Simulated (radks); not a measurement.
Coulomb parameter of the 5d shell of neutral hafnium in the model configuration [Xe] 4f14 5d1 6s2 6p1, as a second difference U = [E(n + 0.25) + E(n - 0.25) - 2 E(n)] / (0.25)^2 with all orbitals relaxed. "Bare": the charge of the atom changes with n. "Screened": the 6p shell takes up the change at fixed total charge, which measures U(5d,5d) + U(6p,6p) - 2 U(5d,6p). Calculated with a radial shooting solver on a logarithmic mesh with Libxc functionals: scalar-relativistic Kohn-Sham, r2SCAN, spin-unpolarised, spherical densities, finite nucleus; meta-GGA in the generalised Kohn-Sham scheme; Fermi nuclear charge, rms radius 5.347 fm.

case                          configuration  E - E(n) (eV)
start                 [Xe] 4f14 5d1 6s2 6p1          0.000
bare +0.25         [Xe] 4f14 5d1.25 6s2 6p1         -0.992
bare -0.25         [Xe] 4f14 5d0.75 6s2 6p1          1.458
screened +0.25  [Xe] 4f14 5d1.25 6s2 6p0.75         -0.603
screened -0.25  [Xe] 4f14 5d0.75 6s2 6p1.25          0.692

U(bare) = 7.454 eV, U(screened by 6p) = 1.426 eV, against the Slater integral F0(5d,5d) = 11.011 eV with frozen orbitals. The step up makes a negative ion, whose loosely bound charge lowers the bare value.
